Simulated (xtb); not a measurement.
VOCl3, SMILES [O]=[V]([Cl])([Cl])[Cl], multiplicity 1. All values are semi-empirical tight-binding results from xtb (GFN2-xTB unless named), good for trends rather than for accurate numbers. The structure is a stationary point at GFN2-xTB. The multiplicity is an assumed one; other spin states were not compared.

Optimised geometry:

Bonds (Å): V1–O2 1.519, V1–Cl3 2.004, V1–Cl4 2.004, V1–Cl5 2.004. Bond angles (°): O2–V1–Cl3 110.2, O2–V1–Cl4 110.2, O2–V1–Cl5 110.2, Cl3–V1–Cl4 108.8, Cl3–V1–Cl5 108.8, Cl4–V1–Cl5 108.8.
Charge 0, spin multiplicity 1.

For metal compounds this method's bond lengths and energies can be far off.

Task: Estimate the properties. (Estimate from the structure and the level; the computed values follow.)

Result: 
| Item | Result |
|---|---|
| point group as xtb finds it | C3v |
| orbital gap | 2.95 eV |
| zero-point energy | 4.6 kcal/mol |
| G − E(el) at 298.15 K (modified RRHO) | -15.2 kcal/mol |

Task: Give the atomic charges and the Wiberg bond orders between heavy atoms. (An estimate is asked for; the answer gives what the named calculation found.)

Result: charges (e) V1 0.42, O2 -0.31, Cl3 -0.04, Cl4 -0.04, Cl5 -0.04. Bond orders V1–O2 2.28, V1–Cl3 1.39, V1–Cl4 1.39, V1–Cl5 1.39.
